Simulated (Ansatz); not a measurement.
Relaxation of C₂H₈BOSb (13 atoms, charge 0, multiplicity 1), to a largest force component of 0.02 eV/Å in at most 50 steps.

Computed with RKS PBE-D4/def2-SVP in Ansatz 0.2.0.

```xyz
13
Properties=species:S:1:pos:R:3
C -1.371 0.696 1.221
B 0.143 0.898 1.399
Sb 1.469 0.826 -0.389
O 1.157 -1.133 -0.683
C 0.280 -1.232 -1.839
H -1.637 -0.233 0.757
H -1.767 1.544 0.543
H -1.886 0.833 2.187
H 0.606 1.073 2.521
H 2.889 0.448 0.667
H 0.015 -2.288 -1.987
H 1.550 -2.040 -0.616
H -0.719 -0.638 -1.689
```

Where does it end, and by what steps?

It converged. After 29 steps the energy has fallen by 3.985 eV; H11 moved furthest, 1.47 Å. Parted: Sb3–O4 (2.01 → 3.15 Å).

| step | energy less start (eV) | largest force component (eV/Å) | accepted |
| --- | --- | --- | --- |
| 0 | 0.0000 | 3.792 | yes |
| 2 | -0.9273 | 1.062 | yes |
| 4 | -1.8375 | 1.718 | yes |
| 6 | -3.1989 | 1.703 | yes |
| 8 | -3.7841 | 0.807 | yes |
| 10 | -3.7554 | 3.258 | no |
| 12 | -3.9182 | 0.761 | yes |
| 14 | -3.9476 | 0.278 | yes |
| 16 | -3.9678 | 0.179 | yes |
| 18 | -3.9683 | 0.181 | no |
| 20 | -3.9787 | 0.042 | yes |
| 22 | -3.9801 | 0.023 | yes |
| 24 | -3.9818 | 0.104 | yes |
| 26 | -3.9839 | 0.077 | yes |
| 28 | -3.9849 | 0.032 | yes |
| 29 | -3.9850 | 0.017 | yes |

```xyz
13
Properties=species:S:1:pos:R:3
C -1.305 0.635 1.284
B 0.202 1.024 1.259
Sb 1.349 1.016 -0.678
O 0.110 -1.865 -0.413
C 0.397 -0.898 -1.394
H -1.251 -0.485 1.239
H -1.881 0.909 0.376
H -1.868 0.917 2.195
H 0.812 1.312 2.275
H 2.711 0.181 0.003
H 1.062 -1.278 -2.203
H 0.955 -2.114 0.007
H -0.564 -0.600 -1.860
```

The run took 44 s on 2 threads of Intel(R) Xeon(R) 6975P-C (Granite Rapids), with other jobs on the host, peak memory 0.19 GiB.
